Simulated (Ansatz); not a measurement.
Calculated with Ansatz (gas phase, PBE0-D4/def2-TZVP geometries, no zero-point term in ΔE). CBS: MP2 limit from def2 TZ/QZ plus the TZ coupled-cluster correction, frozen cores. DFT in def2-TZVPP. B3LYP here is the variant with VWN-RPA as its local correlation; programs differ in this. def2 core potentials past Kr. For I, Se outer-core shells are correlated without core-valence functions, which leaves a few kJ/mol of doubt a bond. Scalar relativity is left out up to krypton. One conformer a species, not always the lowest.

`CC[Se][SiH2]C` + `BI` → `B[Se][SiH2]C` + `CCI`  (formal exchange of groups at the Se–C bond)

| level | ΔE (kJ/mol) | difference from CCSD(T)/CBS |
| --- | --- | --- |
| PBE-D4 | -23.2 | 0.4 |
| r2SCAN-D4 | -22.8 | 0.8 |
| PBE0-D4 | -21.0 | 2.6 |
| B3LYP-D4 | -21.7 | 1.9 |
| ωB97X-V | -19.5 | 4.1 |
| ωB97M-V | -20.7 | 2.9 |
| B2PLYP | -22.1 | 1.5 |
| PBE | -24.6 | -1.0 |
| r2SCAN | -23.5 | 0.1 |
| B3LYP | -23.8 | -0.2 |
| HF/def2-TZVPP | -16.8 | 6.8 |
| MP2/def2-TZVPP | -18.9 | 4.7 |
| CCSD/def2-TZVPP | -19.0 | 4.6 |
| HF/def2-QZVPP | -16.6 | 7.0 |
| MP2/def2-QZVPP | -21.0 | 2.6 |
| MP2/CBS(def2) | -22.6 | 1.0 |
| CCSD(T)/CBS | -23.6 | 0 |

Largest T1 diagnostic among the species: 0.012.
